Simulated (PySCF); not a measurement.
# Relaxing a trial structure of FH3SbSi−

The starting geometry of this gas-phase singlet was optimised with GFN2-xTB; its bonds are those of `[F][SbH][SiH2-]`.

```xyz
6

F    -1.3102   -0.6329    1.8548
Sb   -2.1316    0.9372    0.6788
Si   -1.7551   -0.2680   -1.5150
H    -0.5344    1.7670    0.5422
H    -3.1804   -0.7964   -1.6236
H    -2.0551    0.9725   -2.3478
```

Predict what becomes of its bonds when it is optimised with B3LYP-D3(BJ)/def2-SVPD.

It keeps its bonds, and is `[F][SbH][SiH2-]`.

The energy falls by 0.18 eV over 12 steps:

```csv
step,E − E(last) (eV)
1,0.181
2,0.039
3,0.018
5,0.001
6,0.001
7,0.001
8,0.000
10,0.000
11,0.000
12,0.000
```

Final geometry (Å):

```xyz
6

F    -1.0821   -0.5140    1.9556
Sb   -2.1102    0.7499    0.7157
Si   -1.8135   -0.4473   -1.6111
H    -0.7227    1.7793    0.5022
H    -3.3424   -0.6163   -1.7462
H    -1.8053    0.9704   -2.2289
```

The end wasn't checked by frequencies. Atoms past krypton carry core potentials, without spin–orbit terms. Run with PySCF 2.14.0, 110 s on 2 threads of Intel(R) Xeon(R) Platinum 8175M CPU @ 2.50GHz (Skylake/Cascade Lake), with other jobs on the host.
